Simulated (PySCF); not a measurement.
Al(Br)(Me)(NH2) (CH5AlBrN), SMILES [CH3][Al]([NH2])[Br].

Coordinates come from a TPSSh-D3(BJ)/def2-SVP optimisation. The structure was generated by enumeration; whether it is a known compound was not checked. One conformer was computed; it need not be the lowest.

Level of theory: r2SCAN/def2-TZVP run with PySCF.

Computed frontier levels, gap, dipole moment and polarisability:
```yaml
highest_occupied_level: -6.49 eV
lowest_empty_level: -0.47 eV
orbital_gap: 6.01 eV
dipole_moment: 0.511 e·Å
quadrupole, principal values (traceless, Buckingham form, about the centre of nuclear charge): -1.73, -1.49, 3.22 D·Å
mean_static_polarisability: 64.8 bohr³ (9.60 Å³)
polarisability_principal_values: 52.6, 66.5, 75.3 bohr³
```
